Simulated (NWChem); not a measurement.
Species: GaH₃O; SMILES [OH][GaH2]

Results from NWChem. Geometry: optimised at PBE-D3(BJ)/def2-SVP. Vertical excitations in the gas phase; the lowest state need not have the same character in each row.

```tsv
level	lowest excitation, singlet (eV)	oscillator strength of that lowest state	lowest state with f > 0.02, singlet (eV)	oscillator strength of that bright state	lowest triplet (eV)	orbital gap (eV)
PBE/aug-cc-pVDZ, TDA	(withheld)	0.001	(withheld)	(withheld)	(withheld)	(withheld)
B3LYP/aug-cc-pVDZ, TDA	5.66	0.001	6.91	0.056	5.24	6.81
Hartree-Fock/aug-cc-pVDZ, CIS	6.81	0.000	8.16	0.031	5.96	12.48
```

### Question
Some entries are withheld; supply them.

### Answer

- PBE/aug-cc-pVDZ, TDA, lowest excitation, singlet (eV): 5.33
- PBE/aug-cc-pVDZ, TDA, lowest state with f > 0.02, singlet (eV): 5.91
- PBE/aug-cc-pVDZ, TDA, oscillator strength of that bright state: 0.023
- PBE/aug-cc-pVDZ, TDA, lowest triplet (eV): 4.88
- PBE/aug-cc-pVDZ, TDA, orbital gap (eV): 5.18
